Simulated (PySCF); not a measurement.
Sn(Me)2(OH)2, SMILES [OH][Sn]([CH3])([OH])[CH3] (PBE0/def2-SVP optimised geometry):

```
13

C     -1.794    -1.597     1.826
Sn    -1.030    -0.779     0.000
C     -1.796    -1.594    -1.827
O      0.965    -0.779     0.000
O     -1.363     1.178     0.000
H     -1.125    -1.314     2.651
H     -1.865    -2.692     1.770
H     -2.794    -1.180     2.015
H     -1.111    -1.336    -2.647
H     -2.782    -1.154    -2.030
H     -1.895    -2.687    -1.762
H      1.363    -1.656    -0.002
H     -0.525     1.656     0.004
```

Computed with PBE0/def2-TZVP, def2 effective core potentials past Kr in PySCF.

Problem. What are the frontier orbital energies and the dipole moment?

Solution. HOMO-2 -8.75 eV, HOMO-1 -8.30 eV, HOMO -7.63 eV, LUMO -0.27 eV, LUMO+1 0.44 eV; dipole moment 3.03 D.

On the same geometry PBE/def2-TZVP, def2 effective core potentials past Kr (PySCF) gives HOMO-2 -7.28 eV, HOMO-1 -6.54 eV, HOMO -6.20 eV, LUMO -1.18 eV, LUMO+1 -0.38 eV; dipole moment 2.86 D.
